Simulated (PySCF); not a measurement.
PySCF input for C2H8AlNO, SMILES [Al]([O]C)([CH3])[NH2], PBE-D3(BJ)/def2-SVP. Geometry optimised at PBE-D3(BJ)/def2-SVP. Other conformers were not sampled.

```python
import numpy as np
from pyscf import gto, scf, dft, df
from pyscf.hessian import thermo

mol = gto.M(
    atom='''
    Al    0.14284209    0.20020737    0.42477982
    C     1.35428259   -0.26199991    1.88484815
    H     1.06026401   -1.22609030    2.34982131
    H     1.37556464    0.50703598    2.68352942
    H     2.39110701   -0.39085546    1.51000009
    O     0.00296236   -0.90603728   -0.88524423
    C    -0.69732920   -0.99359311   -2.08910373
    H    -1.32831726   -0.09727827   -2.30935874
    H     0.00123630   -1.11730269   -2.94975559
    H    -1.37713161   -1.87803994   -2.09546798
    N    -0.81354645    1.70896579    0.39973607
    H    -0.78763094    2.42040651    1.13322163
    H    -1.46263335    1.99852401   -0.33479291
    ''',
    basis='def2-SVP',
    charge=0,
    spin=0,
    max_memory=1600,
    verbose=3,
)
mf = dft.RKS(mol, xc='pbe').density_fit(auxbasis='def2-universal-jkfit')
mf.disp = 'd3bj'
mf.grids.level = 3
mf.conv_tol = 1e-11
mf.max_cycle = 100
mf.kernel()

# [left out here: the lines that compute and print the analytic Hessian (its translational invariance restored by hand, since the grid's response is missing), thermochemistry and intensities]
```

Output:

```
converged SCF energy = -452.885479919767

WARN: DFTD3 does not support analytical Hessian, using finite difference


WARN: Mole.unit (angstrom) is changed to Bohr

Mode                                 0                   1                   2
Irrep
Freq [cm^-1]                       35.9790             41.6457             86.2330
Reduced mass [au]                   1.0541              1.0416              2.9392
Force const [Dyne/A]                0.0008              0.0011              0.0129
Char temp [K]                      51.7658             59.9188            124.0702
Normal mode                   x     y     z       x     y     z       x     y     z
       0  Al                -0.01 -0.00  0.00    0.01  0.00 -0.00    0.03  0.02 -0.02
       1   C                 0.02  0.01 -0.01   -0.01 -0.00  0.00   -0.06 -0.04  0.04
       2   H                -0.01  0.05  0.05   -0.35  0.27  0.36   -0.08 -0.07 -0.04
       3   H                 0.08  0.05 -0.05    0.40  0.25 -0.25   -0.13 -0.09  0.08
       4   H                 0.00 -0.05 -0.04   -0.10 -0.56 -0.08   -0.03 -0.00  0.11
       5   O                -0.00 -0.00  0.00    0.03  0.02 -0.02    0.12  0.08 -0.08
       6   C                 0.02  0.02 -0.01   -0.00 -0.00  0.00   -0.09 -0.06  0.05
       7   H                 0.46  0.26 -0.28   -0.07 -0.04  0.04   -0.08 -0.06  0.03
       8   H                 0.02 -0.52  0.07   -0.02  0.07 -0.02   -0.24 -0.21 -0.04
       9   H                -0.39  0.33  0.16    0.06 -0.05 -0.00   -0.13 -0.03  0.29
      10   N                -0.03 -0.02  0.02   -0.02 -0.01  0.01   -0.01 -0.00  0.01
      11   H                 0.01  0.01 -0.01   -0.03 -0.02  0.02   -0.08 -0.05  0.06
      12   H                -0.08 -0.05  0.05   -0.04 -0.02  0.02    0.06  0.04 -0.03
Mode                                 3                   4                   5
Irrep
Freq [cm^-1]                       91.8645            163.1345            210.0703
[...]
       1   C                 0.01 -0.00  0.01   -0.05 -0.03  0.03    0.01 -0.05 -0.03
       2   H                -0.03 -0.00 -0.02   -0.05 -0.22 -0.40   -0.49  0.28  0.31
       3   H                -0.03  0.02 -0.02    0.54  0.33 -0.34    0.23 -0.23  0.15
       4   H                -0.01  0.01 -0.03    0.13  0.28  0.36    0.08  0.63 -0.06
       5   O                 0.06  0.06  0.16    0.00  0.00 -0.00   -0.00  0.00 -0.00
       6   C                -0.06 -0.05 -0.15    0.00  0.00 -0.00   -0.00 -0.00 -0.00
       7   H                 0.04  0.06  0.13   -0.01 -0.01  0.01    0.01  0.01  0.02
       8   H                -0.08  0.10 -0.17    0.00 -0.01  0.00    0.01 -0.00  0.01
       9   H                -0.17  0.05 -0.09   -0.00  0.01  0.00    0.01 -0.00  0.01
      10   N                 0.00 -0.00 -0.00    0.00  0.00 -0.00   -0.00  0.00  0.00
      11   H                -0.01  0.01 -0.01    0.00  0.00 -0.00    0.01 -0.00  0.01
      12   H                -0.00  0.01  0.01    0.00  0.00 -0.00    0.00 -0.02 -0.01
Mode                                21                  22                  23
Irrep
Freq [cm^-1]                     1417.7916           1426.1807           1435.5865
Reduced mass [au]                   1.0385              1.0443              1.1341
Force const [Dyne/A]                1.2299              1.2515              1.3770
Char temp [K]                    2039.8864           2051.9565           2065.4893
Normal mode                   x     y     z       x     y     z       x     y     z
       0  Al                -0.00 -0.00  0.00   -0.00 -0.00 -0.00    0.00 -0.01 -0.01
       1   C                -0.00 -0.00  0.00    0.00 -0.00  0.00    0.00 -0.00  0.00
       2   H                -0.00 -0.00 -0.01   -0.00  0.00  0.00   -0.02  0.01  0.01
       3   H                 0.01  0.01 -0.01    0.00 -0.00  0.00    0.01 -0.01  0.01
       4   H                 0.00  0.00  0.01    0.00  0.00 -0.00    0.00  0.02 -0.00
       5   O                -0.01 -0.00  0.01    0.00  0.01  0.01    0.01  0.01  0.03
       6   C                -0.04 -0.02  0.02   -0.01  0.05  0.02    0.05 -0.00  0.08
       7   H                 0.53  0.30 -0.31    0.07  0.12  0.25   -0.17 -0.27 -0.53
       8   H                -0.27  0.31 -0.25   -0.27 -0.59 -0.12   -0.38  0.11 -0.30
       9   H                 0.36 -0.29  0.21    0.34 -0.24 -0.51   -0.21  0.18 -0.39
      10   N                -0.00  0.00  0.00    0.00 -0.00  0.00   -0.01  0.01  0.00
      11   H                 0.00 -0.00  0.00   -0.03  0.02 -0.02    0.05 -0.04  0.04
      12   H                 0.00  0.00 -0.00   -0.00  0.03  0.02    0.01 -0.06 -0.04
Mode                                24                  25                  26
Irrep
Freq [cm^-1]                     1476.3980           2886.2966           2953.7527
Reduced mass [au]                   1.1180              1.0356              1.0995
Force const [Dyne/A]                1.4358              5.0833              5.6517
Char temp [K]                    2124.2080           4152.7381           4249.7924
Normal mode                   x     y     z       x     y     z       x     y     z
       0  Al                 0.00 -0.01  0.00    0.00  0.00  0.00   -0.00 -0.00 -0.00
       1   C                -0.00  0.00  0.00   -0.00 -0.00 -0.00    0.00 -0.00  0.00
       2   H                 0.01 -0.01 -0.01    0.00  0.00 -0.00    0.00  0.00 -0.00
       3   H                -0.01  0.01 -0.01   -0.00  0.00  0.00    0.00 -0.00 -0.00
       4   H                -0.00 -0.02 -0.00   -0.00 -0.00  0.00   -0.00  0.00  0.00
       5   O                -0.00  0.00  0.00   -0.00 -0.00 -0.00    0.00 -0.00  0.00
       6   C                -0.01  0.00 -0.01   -0.03  0.02 -0.03   -0.03  0.08  0.02
       7   H                 0.02  0.04  0.08    0.42 -0.61  0.13    0.33 -0.48  0.10
       8   H                 0.03 -0.04  0.03   -0.28  0.06  0.33    0.32 -0.03 -0.37
       9   H                 0.04 -0.03  0.02    0.26  0.36 -0.01   -0.35 -0.43  0.02
      10   N                -0.05  0.07 -0.00    0.00 -0.00 -0.00    0.00 -0.00  0.00
      11   H                 0.44 -0.34  0.35    0.00 -0.00  0.00    0.00  0.00  0.00
      12   H                 0.11 -0.55 -0.35    0.00 -0.00  0.00    0.00 -0.00 -0.00
Mode                                27                  28                  29
Irrep
Freq [cm^-1]                     2970.1827           2971.8307           3064.7947
Reduced mass [au]                   1.1048              1.0359              1.0995
Force const [Dyne/A]                5.7423              5.3905              6.0848
Char temp [K]                    4273.4316           4275.8027           4409.5572
Normal mode                   x     y     z       x     y     z       x     y     z
       0  Al                 0.00  0.00 -0.00   -0.00  0.00 -0.00    0.00  0.00 -0.00
       1   C                -0.00  0.00 -0.00    0.03 -0.02  0.03    0.06  0.04 -0.04
       2   H                -0.00 -0.00  0.00    0.17  0.50 -0.23   -0.17 -0.59  0.28
       3   H                -0.00  0.00  0.00    0.00 -0.39 -0.38    0.01  0.01 -0.01
       4   H                 0.00 -0.00 -0.00   -0.53  0.06  0.21   -0.63  0.09  0.22
       5   O                -0.00 -0.00  0.00    0.00  0.00  0.00   -0.00 -0.00  0.00
       6   C                 0.07  0.03 -0.04    0.00  0.00 -0.00   -0.00 -0.00  0.00
       7   H                 0.00  0.03 -0.02   -0.00  0.00 -0.00    0.00 -0.00  0.00
       8   H                -0.45  0.09  0.53   -0.00  0.00  0.00    0.00 -0.00 -0.00
       9   H                -0.37 -0.52  0.01   -0.00 -0.00  0.00    0.00  0.00 -0.00
      10   N                -0.00 -0.00  0.00    0.00 -0.00  0.00    0.00  0.00 -0.00
      11   H                -0.00 -0.00  0.00    0.00  0.00  0.00    0.00  0.00 -0.00
      12   H                 0.00  0.00 -0.00   -0.00 -0.00 -0.00    0.00  0.00 -0.00
Mode                                30                  31                  32
Irrep
Freq [cm^-1]                     3074.6625           3504.0399           3593.1565
Reduced mass [au]                   1.1014              1.0514              1.0939
Force const [Dyne/A]                6.1349              7.6062              8.3207
Char temp [K]                    4423.7548           5041.5332           5169.7523
Normal mode                   x     y     z       x     y     z       x     y     z
       0  Al                 0.00 -0.00 -0.00    0.00 -0.00  0.00   -0.00 -0.00 -0.00
       1   C                 0.02 -0.07 -0.04    0.00  0.00  0.00    0.00  0.00  0.00
       2   H                 0.10  0.31 -0.17   -0.00  0.00 -0.00   -0.00  0.00 -0.00
       3   H                 0.02  0.55  0.57    0.00 -0.00 -0.00    0.00 -0.00  0.00
       4   H                -0.35  0.03  0.12   -0.00  0.00 -0.00   -0.00  0.00 -0.00
       5   O                -0.00  0.00  0.00   -0.00 -0.00 -0.00   -0.00  0.00  0.00
       6   C                 0.00  0.00  0.00    0.00  0.00  0.00    0.00 -0.00  0.00
       7   H                -0.00  0.00 -0.00    0.00 -0.00 -0.00   -0.00  0.00 -0.00
       8   H                 0.00 -0.00 -0.00    0.00  0.00 -0.00   -0.00  0.00 -0.00
       9   H                -0.00 -0.00 -0.00   -0.00 -0.00 -0.00   -0.00 -0.00 -0.00
      10   N                -0.00  0.00  0.00   -0.03  0.05 -0.00   -0.03 -0.02 -0.07
      11   H                -0.00  0.00 -0.00   -0.03 -0.47 -0.50    0.01  0.48  0.48
      12   H                 0.00  0.00  0.00    0.43 -0.18  0.51    0.43 -0.20  0.48
temperature 298.1500 [K]
pressure 101325.00 [Pa]
Rotational constants [GHz] 5.39106 2.56845 1.77904
Symmetry number 1
Zero-point energy (ZPE) 0.09979 [Eh]   262010.320 [J/mol]
                           tot       elec      trans        rot        vib
Entropy [J/mol/K]       399.584      0.000    164.737    112.842    122.005
Cv [J/mol/K]            122.835      0.000     12.472     12.472     97.892
Cp [J/mol/K]            131.150      0.000     20.786     12.472     97.892
Internal energy [J/mol]                      3718.434   3718.434 279126.523
Internal energy [Eh]   -452.77633  -452.88548
Enthalpy [J/mol]                             6197.391   3718.434 279126.523
Enthalpy [Eh]          -452.77539
Gibbs free energy [J/mol]                  -42918.947 -29925.383 242750.652
Gibbs free energy [Eh] -452.82077
static polarisability / bohr^3: [[52.467 -3.789  7.135]
 [-3.781 56.015  4.312]
 [ 7.132  4.32  61.12 ]]
largest difference of analytic and finite-field dipole derivatives / e: 0.001542054678135063
mode   freq/cm-1   IR/(km/mol)   Raman/(A^4/amu)   depolarisation
   1       35.98         0.002             0.085            0.750
   2       41.65         0.473             0.007            0.750
   3       86.23         3.566             0.169            0.750
   4       91.86         1.817             1.376            0.666
   5      163.13         1.520             1.548            0.746
   6      210.07        22.334             0.567            0.749
   7      245.98        15.097             1.565            0.494
   8      334.15         3.601             0.059            0.721
   9      359.23       149.947             0.344            0.750
  10      549.72         3.586            22.586            0.076
  11      590.31        29.488             1.708            0.276
  12      643.94        34.568             0.621            0.750
  13      657.90         9.980             1.806            0.559
  14      758.94       145.829             2.049            0.186
  15      834.30       138.887             6.495            0.553
  16     1140.41        42.208             3.775            0.749
  17     1148.18         0.117             1.246            0.750
  18     1167.21        16.737             1.918            0.038
  19     1212.02       323.561             3.482            0.126
  20     1378.05         1.637            10.380            0.750
  21     1380.78         0.667            11.625            0.742
  22     1417.79         0.483            22.386            0.750
  23     1426.18         0.648            30.723            0.706
  24     1435.59        24.239            14.759            0.610
  25     1476.40        51.375             4.880            0.711
  26     2886.30       125.249           160.504            0.009
  27     2953.75        74.978           116.875            0.482
  28     2970.18        50.270           145.940            0.749
  29     2971.83         2.908           132.664            0.001
  30     3064.79         3.373            85.048            0.750
  31     3074.66         7.167            92.847            0.748
  32     3504.04        16.230           165.536            0.106
  33     3593.16        15.353            97.236            0.750
max |gradient| / (hartree/bohr): 4.762945354216519e-05
APT charges: [ 1.4184 -0.3897  0.0189  0.0066  0.0187 -1.0065  0.653  -0.0906 -0.0827
 -0.0836 -0.7865  0.1647  0.1592]
```

The calculation finished and met its thresholds.
